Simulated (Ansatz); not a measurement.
`C[S][GeH3]` + `CNC` → `C[N](C)[GeH3]` + CH₃SH at 700 K and 1 bar (ligand exchange at a Ge–S bond).

Computed with Ansatz on PBE0-D4/def2-TZVP structures; ΔE is electronic, products minus reactants. CCSD(T)/CBS adds triple-zeta CCSD(T) − MP2 to the extrapolated MP2 energy (def2 sets, frozen cores). This one scheme is used for every species. For Ge outer-core shells are correlated without core-valence functions, which leaves a few kJ/mol of doubt a bond. Scalar relativity is left out up to krypton.

```
        species  CCSD(T)/CBS energy (Eh)  H − E (kJ/mol)  S (J/(mol·K))
   `C[S][GeH3]`              -2515.55711           228.1          421.0
          `CNC`               -135.00321           296.9          352.4
`C[N](C)[GeH3]`              -2212.31524           357.2          461.2
          CH₃SH               -438.22835           160.2          309.0
```

H − E and S are ideal-gas, rigid-rotor, harmonic terms from PBE0-D4/def2-TZVP. 1 Eh = 2625.50 kJ/mol, R = 8.31446 J/(mol·K).

By hand: ΔE, ΔH, ΔS and ΔG.

ΔE = (-2212.31524) + (-438.22835) − (-2515.55711) − (-135.00321) = 0.01673 Eh = 43.9 kJ/mol. Δ(H − E) = 357.2 + 160.2 − 228.1 − 296.9 = -7.6, so ΔH = 36.3 kJ/mol. ΔS = 461.2 + 309.0 − 421.0 − 352.4 = -3.2 J/(mol·K). ΔG = 36.3 − 700 × (-3.2)/1000 = 38.5 kJ/mol.

By hand: the equilibrium constant, and the temperature at which ΔG would vanish if ΔH and ΔS stayed fixed.

log₁₀ K = −ΔG/(RT ln 10) = -2.9. ΔH and −TΔS have one sign here, so there is no such temperature.

The number of gas molecules stays the same, so ΔS is small and ΔH decides. A doubt of 5 kJ/mol in ΔE shifts log₁₀ K by 0.4 here. These are equilibria of isolated gas molecules and say nothing of rates. Largest T1 diagnostic: 0.011 (customary marks: 0.02 for closed shells, 0.045 for open ones).

ΔS is within the doubt of such terms, so its sign, and with it that verdict, could turn.
